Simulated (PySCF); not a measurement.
Dy²⁺ (dysprosium, charge +2) across methods

[Xe] 4f10, one real determinant. Calculation: PySCF 2.14, in Sapporo-DKH3-TZP-2012 (11s9p7d5f3g1h, 146 functions); scalar relativity by spin-free X2C-1e.

```
method   E (hartree)  mean ε 5p β (eV)  mean ε 4f α (eV)  mean ε 4f β (eV)  Σ⟨r²⟩ (bohr²)   ⟨S²⟩
   PBE     -12155.36           -38.486           -17.995           -15.664          38.02  6.003
   UHF  -12151.00496           -44.170           -28.707           -24.551          37.62  6.007
  PBE0     -12155.19           -40.238           -20.841           -18.096          37.84  6.003
   LDA     -12146.75           -38.810           -18.327           -15.720          38.02  6.003
```

(1) Estimate the same row for r2SCAN.

⟨L²⟩ = 34.01 against 42 for a pure I term, so this real determinant mixes terms. Spin-orbit coupling, absent here, splits the open shell strongly.

## Answers

(1) E (hartree) = -12155.56; mean ε 5p β (eV) = -39.051; mean ε 4f α (eV) = -18.023; mean ε 4f β (eV) = -15.694; Σ⟨r²⟩ (bohr²) = 37.83; ⟨S²⟩ = 6.004.
